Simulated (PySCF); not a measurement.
Compound: Zn(iPr)2, C6H14Zn (singlet state).
SMILES: `C[CH](C)[Zn][CH](C)C`

Computed, not measured: PySCF 2.14.0, density-fitted response routines, TDDFT B3LYP/def2-SVPD, vertical, gas phase, core orbitals frozen in the response. Isolated species at its PBE0-D3(BJ)/def2-SVP geometry, gas phase.

Predict the UV-vis stick spectrum at this level.

| state | E (eV) | λ (nm) | ν̃ (cm⁻¹) | f | main configurations (H = HOMO, L = LUMO) |
| --- | --- | --- | --- | --- | --- |
| S1 | 4.55 | 272.7 | 36670 | 0.0000 | H→L (100%) |
| S2 | 4.66 | 266.1 | 37570 | 0.0000 | H→L+1 (99%) |
| S3 | 5.21 | 238.0 | 42020 | 0.148 | H→L+2 (98%) |
| S4 | 6.04 | 205.2 | 48740 | 0.0000 | H→L+3 (94%) |
| S5 | 6.44 | 192.7 | 51910 | 0.054 | H-1→L (96%) |
| S6 | 6.56 | 189.1 | 52880 | 0.070 | H-1→L+1 (89%) |
| S7 | 6.56 | 189.0 | 52920 | 0.0083 | H-1→L+2 (87%) |
| S8 | 6.57 | 188.7 | 53000 | 0.417 | H→L+4 (96%) |
| S9 | 6.91 | 179.3 | 55760 | 0.0009 | H→L+5 (97%) |
| S10 | 7.06 | 175.5 | 56970 | 0.0000 | H→L+6 (98%) |
| S11 | 7.15 | 173.4 | 57670 | 0.022 | H→L+7 (89%) |
| S12 | 7.21 | 171.9 | 58160 | 0.0003 | H→L+8 (93%) |
| S13 | 7.51 | 165.2 | 60540 | 0.0075 | H→L+9 (98%) |
| S14 | 7.64 | 162.2 | 61640 | 0.088 | H-2→L (93%) |
| S15 | 7.67 | 161.7 | 61830 | 0.0000 | H-3→L (90%) |

Triplets, Tamm–Dancoff:

```tsv
state	E (eV)	λ (nm)	main configurations (H = HOMO, L = LUMO)
T1	4.39	282.4	H→L (99%)
T2	4.48	277.0	H→L+2 (94%)
T3	4.49	276.2	H→L+1 (99%)
T4	5.78	214.6	H-1→L (95%)
```

The lowest singlet lies at 4.55 eV (273 nm, ultraviolet) and is dark (f under 0.0005); its leading configuration is HOMO→LUMO (100%). The strongest level in the table is S8 at 6.57 eV (189 nm, f = 0.417). S6/S7/S8 lie within about 0.01 eV of each other. For S1 the Löwdin share of zinc is 14% in HOMO and 56% in LUMO (ligand-to-metal charge transfer by this measure). The oscillator strengths of these states sum to 0.817; summed over the whole spectrum of an exact calculation they would give the number of electrons, 80 (Thomas–Reiche–Kuhn). Orbital energies (eV): HOMO-3 -8.98, HOMO-2 -8.92, HOMO-1 -7.57, HOMO -5.96, LUMO -0.41, LUMO+1 -0.32, LUMO+2 -0.14. Of the 15 states listed, 6 reach f = 0.01 and 6 stay under 0.0005. No computed singlet lies in the visible range (380 to 750 nm); the lowest, at 273 nm, stands 1.28 eV above its violet end (3.26 eV). Only the lowest 15 singlets were computed, as vertical energies without vibronic structure.
